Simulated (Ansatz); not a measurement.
Species: SiAsH₄, charge 0, doublet. SiAsH4 (SMILES [SiH2][AsH2], doublet).
B3LYP-D3(BJ)/def2-TZVP minimum from Ansatz (a program for electronic structure):
```xyz
6

Si    -1.5362     0.2922    -0.4070
As     0.7188    -0.1301     0.2069
H     -1.7894     1.7563    -0.2977
H     -2.4281    -0.4012     0.5642
H      1.2961     0.4154    -1.0938
H      0.7093    -1.5668    -0.3019
```
Charge 0, spin multiplicity 2.

Total energies in def2-SVP, 13 correlated electrons, 19 frozen orbitals. Open shells are spin-unrestricted; no spin-orbit coupling. Correlated methods leave the cores frozen (noble-gas shells, and filled d and f shells in the p block). No relativity.

```json
[
 {"method": "HF", "program": "Ansatz", "energy (Eh)": "-2525.05049", "minus CCSDT(Q) (mEh)": "251.65"},
 {"method": "MP2", "program": "Ansatz", "energy (Eh)": "-2525.25163", "minus CCSDT(Q) (mEh)": "50.51"},
 {"method": "CCSD", "program": "Ansatz", "energy (Eh)": "-2525.29365", "minus CCSDT(Q) (mEh)": "8.49"},
 {"method": "CCSD(T)", "program": "Ansatz", "energy (Eh)": "-2525.30062", "minus CCSDT(Q) (mEh)": "1.52"},
 {"method": "CCSDT(Q)", "program": "Ansatz", "energy (Eh)": "-2525.30214", "minus CCSDT(Q) (mEh)": "0.00"}
]
```

Rough core times of Ansatz's runs on a shared machine: CCSD(T) under 20 s, CCSDT(Q) 3 min.
